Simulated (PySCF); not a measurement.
Species: C4H3F3N2.
Atom-mapped SMILES: `[F:1][C:2]([F:3])([F:4])[c:5]1[cH:6][cH:7][n:8][nH:9]1` (hydrogens: H10 on C6; H11 on C7; H12 on N9)

Linear response at wB97X-D/def2-SVPD (PySCF, frozen core in the response, non-relativistic). Isolated species at its PBE0-D3(BJ)/def2-SVP geometry, gas phase.

Static isotropic polarisability: 60.48 au (8.96 Å³), principal values 43.4, 63.8, 74.2 au.

**Question.** What is the polarisability at 1064 nm and at the sodium D line?

**Answer.** 60.95 au at 1064 nm (+0.8 %), 62.05 au at 589.3 nm (+2.6 %). The rise at 589.3 nm is 3.38 times that at 1064 nm; a pure ω² law gives 3.26. The lowest singlet lies at 184 nm, shorter than both wavelengths.

**Question.** What is the isotropic C6 coefficient between two such molecules, C6 = (3/π)∫α(iω)² dω?

**Answer.** 1734 au (Eh·bohr⁶) by a ten-point quadrature over imaginary frequencies, which is 1040 eV·Å⁶ or 100 J·nm⁶/mol.

**Question.** Which effective excitation energy ω̄ makes London's formula C6 = (3/4)α²ω̄ exact here?

**Answer.** ω̄ = 4·C6/(3α²) = 0.632 Eh = 17.2 eV. A one-pole form α(ω) = α/(1 − ω²/ω̄²) fitted to the 1064 nm value gives 13.3 eV.

**Question.** What three-body coefficient follows from the one-pole estimate C9 = (3/4)·α·C6?

**Answer.** 78600 au. This is an estimate from the two numbers above, not a computed integral.

**Question.** What molar refraction at the D line follows from R = (4π/3)·N_A·α′, with α′ the polarisability volume?

**Answer.** α′ = 9.20 Å³ gives R = 23.20 cm³/mol, for isolated, non-vibrating species.

**Question.** How anisotropic is the static polarisability, by Δα² = ½[(α1 − α2)² + (α2 − α3)² + (α3 − α1)²]?

**Answer.** Δα = 27.1 au, or 0.45 of the isotropic value.

Conformer computed: `[F:1][C:2]([F:3])([F:4])[c:5]1[cH:6][cH:7][n:8][nH:9]1`: F1–C2–C5–C6 171°.

Note: wB97X-D ran without an empirical dispersion term, which enters the total energy and its gradient alone.
